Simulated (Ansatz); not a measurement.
The same adduct formation along the group B, Al, Ga, In.

Calculated with Ansatz (gas phase, PBE0-D4/def2-TZVP geometries, no zero-point term in ΔE). CCSD(T)/CBS adds triple-zeta CCSD(T) − MP2 to the extrapolated MP2 energy (def2 sets, frozen cores). This one scheme is used for every species. DFT in def2-TZVPP. def2 core potentials past Kr. For Ga, In outer-core shells are correlated without core-valence functions, which leaves a few kJ/mol of doubt a bond. Scalar relativity is left out up to krypton. One conformer a species, not always the lowest.

```json
{"reaction": "`FB(F)F` + `O[SiH3]` → `F[B-](F)(F)[OH+][SiH3]`", "r2SCAN-D4 (kJ/mol)": "-41", "LDA (SPW92) (kJ/mol)": "-69", "CCSD(T)/CBS(def2) (kJ/mol)": "-37"}
{"reaction": "`[F][Al]([F])[F]` + `O[SiH3]` → `[F][Al-]([F])([F])[OH+][SiH3]`", "r2SCAN-D4 (kJ/mol)": "-139", "LDA (SPW92) (kJ/mol)": "-155", "CCSD(T)/CBS(def2) (kJ/mol)": "-136"}
{"reaction": "`[F][Ga]([F])[F]` + `O[SiH3]` → `[F][Ga-]([F])([F])[OH+][SiH3]`", "r2SCAN-D4 (kJ/mol)": "-118", "LDA (SPW92) (kJ/mol)": "-132", "CCSD(T)/CBS(def2) (kJ/mol)": "-120"}
{"reaction": "`[F][In]([F])[F]` + `O[SiH3]` → `[F][In-]([F])([F])[OH+][SiH3]`", "r2SCAN-D4 (kJ/mol)": "-103", "LDA (SPW92) (kJ/mol)": "-117", "CCSD(T)/CBS(def2) (kJ/mol)": "-112"}
```

Largest T1 diagnostic: 0.018, for `[F][In]([F])[F]`.
